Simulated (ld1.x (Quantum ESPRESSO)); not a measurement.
# What one change does to a pseudopotential (titanium, TM)

ld1.x (Quantum ESPRESSO) 7.5 input, shortened:

```
&input
   title='Ti', zed=22., rel=0, dft='BP', iswitch=3,
   config='[Ar] 3d2 4s1.5 4p0'
 /
 &inputp
   pseudotype=2, tm=.true., lloc=2,
   nlcc=.true., rcore=2.30
 /
3
4S  1  0   1.50   0.00  2.65  2.65  0.0
4P  2  1   0.00   0.00  3.40  3.40  0.0
3D  3  2   2.00   0.00  2.55  2.55  0.0
 &test
   configts(1)='3d2 4s1.5 4p0'
 /
```

All-electron outer shells of the reference configuration (BP86, non-relativistic, ld1.x):

```tsv
shell	level (eV)	outermost node (bohr)	outermost maximum (bohr)
3p	-42.34	0.37	0.90
3d	-7.94	–	0.97
4s	-7.43	1.25	2.85
4p	-4.06	1.38	3.52
```

Change: functional LDA (PZ).

Cutoffs: the cutoffs (Ry, on a coarse ladder) from which the occupation-weighted sum of valence levels, in a spherical-Bessel basis at the reference potential, stays within 10 and 1 mRy of its value at 400 Ry; they do not see the model core or the augmentation charge, which bear on the density cutoff. Errors are all-electron minus pseudo energies relative to the spin-unpolarised reference configuration.

**Question.** Predict the effect on cutoff, ghosts and configuration errors.

**Answer.** The potential gets neither clearly harder nor softer (35 Ry and 45 Ry → 35 Ry and 45 Ry); both files keep a bound ghost (p, s); the number of tests with a reliable result goes from 7 to 9; of the 7 tests that both files solve, the error grows in 0 and shrinks in 2 by more than 15 % and 0.3 meV (median size 25.6 → 13.8 meV).

```tsv
quantity	base	changed
cutoff, loose	35 Ry	35 Ry
cutoff, tight	45 Ry	45 Ry
bound ghosts	s, p	s, p
error for 3d2 4s2 4p0, meV [ΔE -2.99 eV]	-0.1	+0.1
error for 3d2 4s1 4p0, meV [ΔE 4.47 → 4.48 eV]	-0.8	-0.4
error for 3d2 4s0 4p0, meV [ΔE 18.03 → 18.18 eV]	-26	-14
error for 3d1 4s2 4p0, meV [ΔE 7.09 → 7.19 eV]	+94	+90
error for 3d2.5 4s1.5 4p0, meV [ΔE -2.72 → -2.76 eV]	-10	-9.9
error for 3d3 4s1 4p0, meV [ΔE -2.02 → -2.09 eV]	-41	-40
error for 3d3 4s0 4p0, meV [ΔE 4.35 → 4.32 eV]	-28	-26
s: phases at 3.68 bohr within 0.05 rad from the reference energy up to (Ry; the scan ends near 5)	1.2	1.2
p: phases at 3.68 bohr within 0.05 rad from the reference energy up to (Ry; the scan ends near 5)	to the end of the scan	to the end of the scan
d: phases at 3.68 bohr within 0.05 rad from the reference energy up to (Ry; the scan ends near 5)	0.0	0.0
```

 A true bound ghost makes a file unfit for plane-wave use even where its test errors are small: the radial tests pick states by their node count and pass the ghost by.
